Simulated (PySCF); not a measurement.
PySCF input for Hg(Cl)2 anion (Cl₂Hg), SMILES [Cl][Hg][Cl] (connectivity only; charge and spin as stated), charge -1, multiplicity 2, PBE-D3(BJ)/def2-SVPD. Geometry: PBE-D3(BJ)/def2-SVPD. The multiplicity is an assumed one; other spin states were not compared. The isomer is the one that the SMILES or the coordinates give; other isomers of the formula were not compared. The def2 effective core potentials stand for the cores of Hg; spin–orbit coupling is left out.

```python
import numpy as np
from pyscf import gto, scf, dft, df
from pyscf.hessian import thermo

mol = gto.M(
    atom='''
    Hg    0.00000000    0.00000000    0.07415316
    Cl    0.00000000   -2.68607465   -0.17447803
    Cl    0.00000000    2.68607465   -0.17447803
    ''',
    basis='def2-SVPD',
    ecp={'Hg': 'def2-svp'},
    charge=-1,
    spin=1,
    max_memory=1600,
    verbose=3,
)
mf = dft.UKS(mol, xc='pbe').density_fit(auxbasis='def2-universal-jkfit')
mf.disp = 'd3bj'
mf.grids.level = 3
mf.conv_tol = 1e-11
mf.max_cycle = 100
mf.kernel()
fine, coarse = mf.grids, dft.Grids(mol).set(level=1).build(with_non0tab=True)
for _ in range(3):  # follow internal instabilities
    mf.grids = coarse
    mo, _, stable, _ = mf.stability(return_status=True, nroots=4)
    mf.grids = fine
    if stable:
        break
    mf.kernel(mf.make_rdm1(mo, mf.mo_occ))

# analytic Hessian; the response equations are solved on a coarser grid
h, args, fine = mf.Hessian(), (mf.mo_energy, mf.mo_coeff, mf.mo_occ), mf.grids
h.max_memory = max(150, 2.5e-5 * df.make_auxmol(mol, mf.with_df.auxbasis).nao * mol.nelec[0] * (mol.nelec[0] + mol.nao))  # MB; small integral blocks
h1ao = h.make_h1(mf.mo_coeff, mf.mo_occ)
mf.grids = dft.Grids(mol).set(level=1).build(with_non0tab=True)
mo1, mo_e1 = h.solve_mo1(*args, h1ao)
mf.grids = fine
hess = h.hess_elec(*args, mo1, mo_e1, h1ao) + h.hess_nuc()
if mf.do_disp():
    hess += h.get_dispersion()
for i in range(mol.natm):  # the analytic DFT Hessian lacks the response of the grid: restore translational invariance
    hess[i, i] -= hess[i].sum(axis=0)
hess = (hess + hess.transpose(1, 0, 3, 2)) / 2
vib = thermo.harmonic_analysis(mol, hess, imaginary_freq=False)
thermo.dump_normal_mode(mol, vib)
th = thermo.thermo(mf, vib['freq_au'][vib['freq_au'] > 0], 298.15, 101325)
thermo.dump_thermo(mol, th)
g0 = mf.nuc_grad_method().set(verbose=0).kernel()

# dipole derivatives [dipole axis, atom, xyz] from the same response
r, irp = mol.intor('int1e_r'), mol.intor('int1e_irp').reshape(3, 3, mol.nao, mol.nao)
sl, dm0, ok = mol.aoslice_by_atom(), np.array(mf.make_rdm1()), []
dmu = np.einsum('a,xt->xat', mol.atom_charges(), np.eye(3))
for a, (_, _, p0, p1) in enumerate(sl):
    dmu[:, a] += 2 * np.einsum('xtij,ij->xt', irp[:, :, :, p0:p1], dm0.reshape(-1, mol.nao, mol.nao).sum(0)[:, p0:p1])
    for u, c, occ, f in zip(mo1, mf.mo_coeff, mf.mo_occ, (2, 2)):
        dmu[:, a] -= f * np.einsum('tui,xuv,vi->xt', u[a], r, c[:, occ > 0], optimize=True)
L = vib['norm_mode']
ir = 974.8801 * (np.einsum('xat,kat->kx', dmu, L) ** 2).sum(1)       # km/mol
apt = np.einsum('xax->a', dmu) / 3
print('mode   freq/cm-1   IR/(km/mol)')
for k, w in enumerate(vib['freq_wavenumber']):
    print(f'{k + 1:4d} {w:11.2f} {ir[k]:13.3f}')
print('max |gradient| / (hartree/bohr):', abs(g0).max())
print('APT charges:', apt.round(4))
```

Program output:

```

WARN: HOMO -0.610701337238415 >= LUMO -0.610701337238409

converged SCF energy = -1073.41079299722  <S^2> = 0.7508846  2S+1 = 2.0008844
<class 'pyscf.df.df_jk.DFUKS'> wavefunction is stable in the internal stability analysis

WARN: DFTD3 does not support analytical Hessian, using finite difference


WARN: Mole.unit (angstrom) is changed to Bohr

Mode                                 0                   1                   2
Irrep
Freq [cm^-1]                        8.3231            172.0409            179.3143
Reduced mass [au]                  44.9414             35.5853             45.0814
Force const [Dyne/A]                0.0018              0.6206              0.8540
Char temp [K]                      11.9751            247.5286            257.9934
Normal mode                   x     y     z       x     y     z       x     y     z
       0  Hg                 0.00 -0.00  0.04    0.00 -0.00  0.00   -0.00 -0.04 -0.00
       1  Cl                -0.00  0.02 -0.10    0.00 -0.12 -0.01   -0.00  0.10  0.01
       2  Cl                 0.00 -0.02 -0.10   -0.00  0.12 -0.01   -0.00  0.10 -0.01
temperature 298.1500 [K]
pressure 101325.00 [Pa]
Rotational constants [GHz] 156.06416 0.98795 0.98173
Symmetry number 2
Zero-point energy (ZPE) 0.00082 [Eh]   2151.354 [J/mol]
                           tot       elec      trans        rot        vib
Entropy [J/mol/K]       338.843      5.763    178.636     99.531     54.912
Cv [J/mol/K]             48.924      0.000     12.472     12.472     23.981
Cp [J/mol/K]             57.239      0.000     20.786     12.472     23.981
Internal energy [J/mol]                      3718.434   3718.434   7730.763
Internal energy [Eh]   -1073.40502  -1073.41079
Enthalpy [J/mol]                             6197.391   3718.434   7730.763
Enthalpy [Eh]          -1073.40407
Gibbs free energy [J/mol]                  -47063.032 -25956.718  -8641.321
Gibbs free energy [Eh] -1073.44255
mode   freq/cm-1   IR/(km/mol)
   1        8.32         9.783
   2      172.04         0.583
   3      179.31        95.922
max |gradient| / (hartree/bohr): 1.4719730121468514e-05
APT charges: [ 0.5092 -0.7546 -0.7546]
```

The run converged.
